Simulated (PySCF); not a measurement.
Exercise with solution: chemical shift, span and skew from a shielding tensor

C3H4N2O, SMILES C1=NCN=CO1. Atoms are numbered in the order given.

```xyz
10

C      0.0000    -1.1524    -0.6303
N      0.0000    -1.2318     0.6215
C      0.0000     0.0000     1.3813
N      0.0000     1.2318     0.6215
C      0.0000     1.1524    -0.6303
O      0.0000     0.0000    -1.3701
H      0.0000    -2.0326    -1.2838
H      0.8780     0.0000     2.0514
H     -0.8780     0.0000     2.0514
H      0.0000     2.0326    -1.2838
```
Charge 0, spin multiplicity 1.

Geometry optimised at PBE0-D3(BJ)/def2-SVP. One conformer was computed; it need not be the lowest.

GIAO shieldings from PBE/pcSseg-1 (PySCF), non-relativistic, no solvent. The symmetric part of the tensor of C1 has the principal values -63.4, 79.3, 82.9 ppm. The same nucleus in TMS has σ = 182.0 ppm at this level (PySCF, at its B3LYP-D3(BJ)/def2-TZVP geometry).

### Question
Work out the isotropic shielding, the ¹³C shift against TMS, the span and the skew.

### Answer

σ(iso) = (σ11 + σ22 + σ33)/3 = 32.9 ppm. δ = σ(ref) − σ(iso) = 182.0 − (32.9) = 149.1 ppm.
Span Ω = σ33 − σ11 = 146.3 ppm. Skew κ = 3(σ(iso) − σ22)/Ω = -0.95. Tumbling in solution averages the tensor to δ; in a static solid the shielding alone would spread this spin-1/2 line over Ω.
